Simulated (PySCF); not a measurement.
Gas-phase reaction: 3 CH3I ⇌ 3 HI + C3H4 (propyne) + 2 H

Method: PySCF energies (xtb for GFN2) plus ideal-gas RRHO corrections (1 bar). † marks an energy on the PBE0/def2-TZVP geometry and frequencies; other levels use their own. MP2 and CCSD(T) freeze the core. Open shells (unrestricted): H (multiplicity 2); the rest are closed-shell singlets. GFN2 has no spin-polarisation term. B3LYP is the form with VWN-RPA correlation. I: scalar-relativistic def2 core potential, no spin-orbit coupling. MP2 isn't extrapolated to the basis-set limit; its ΔH°(298 K) is 577.3 kJ in def2-SVP and 635.5 kJ in def2-TZVPP. CCSD(T) isn't extrapolated to the basis-set limit; its ΔH°(298 K) is 590.6 kJ in def2-SVP and 646.0 kJ in def2-TZVPP. The harmonic model lacks anharmonicity and excited electronic states, which grow with temperature; levels with a mode under 35 cm⁻¹ are left out.

| level | ΔE electronic, kJ | ΔH°(298 K), kJ | ΔS°(298 K), J/K | ΔG°(2000 K), kJ |
|---|---|---|---|---|
| B3LYP/def2-TZVP† | 723 | 642 | 335 | -98 |
| CCSD(T)/def2-TZVPP† | 727 | 646 | 335 | -93 |
| GFN2-xTB | 723 | 644 | 337 | -103 |
| M06-2X/def2-TZVP† | 738 | 657 | 335 | -82 |
| MP2/def2-SVP† | 659 | 577 | 335 | -162 |
| PBE/def2-SVP | 711 | 633 | 334 | -100 |
| PBE0/def2-TZVP | 740 | 658 | 335 | -81 |
| r2SCAN/def2-TZVP† | 742 | 661 | 335 | -79 |
| LDA/def2-TZVP† | 797 | 715 | 335 | -24 |
| ωB97M-V/def2-TZVP† | 734 | 653 | 335 | -86 |
ΔH° is lowest at MP2/def2-SVP† and highest at LDA/def2-TZVP†. No reference value is set beside these.
